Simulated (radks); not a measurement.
S3+, 13 electrons, occupied as [Ne] 3s2 4f1 (not the ground configuration).

Method: non-relativistic Kohn-Sham, BLYP, spin-polarised, spherical densities, point nucleus; open shells are filled with parallel spins first; computed with a radial shooting solver on a logarithmic mesh with Libxc functionals.

Energy parts (eV):
| part | energy |
|---|---|
| total | -10732.539 |
| kinetic | 10721.118 |
| electron-nucleus | -24901.340 |
| Hartree | 4105.033 |
| exchange-correlation | -657.350 |

Orbitals (lengths in bohr, moments of r in powers of bohr; r(max) is where P^2 peaks):
| orbital | occ. | eigenvalue (eV) | r(max) | <r> | <r^4> |
|---|---|---|---|---|---|
| 1s down | 1 | -2453.923 | 0.06371 | 0.09728 | 0.0004170 |
| 1s up | 1 | -2453.922 | 0.06371 | 0.09728 | 0.0004170 |
| 2s down | 1 | -262.4409 | 0.3893 | 0.4794 | 0.1348 |
| 2s up | 1 | -262.4399 | 0.3893 | 0.4794 | 0.1348 |
| 2p down | 3 | -209.0000 | 0.3249 | 0.4402 | 0.1249 |
| 2p up | 3 | -208.9990 | 0.3249 | 0.4402 | 0.1249 |
| 3s up | 1 | -58.7277 | 1.311 | 1.478 | 9.631 |
| 3s down | 1 | -58.6003 | 1.309 | 1.476 | 9.564 |
| 4f up | 1 | -11.9007 | 3.738 | 4.198 | 586.2 |

The highest occupied level is 4f up at -11.901 eV. Virial ratio -V/T = 2.00107. The density falls to 0.001 e/bohr^3 at r = 4.48 bohr. The electron density at the nucleus is 2685 e/bohr^3.
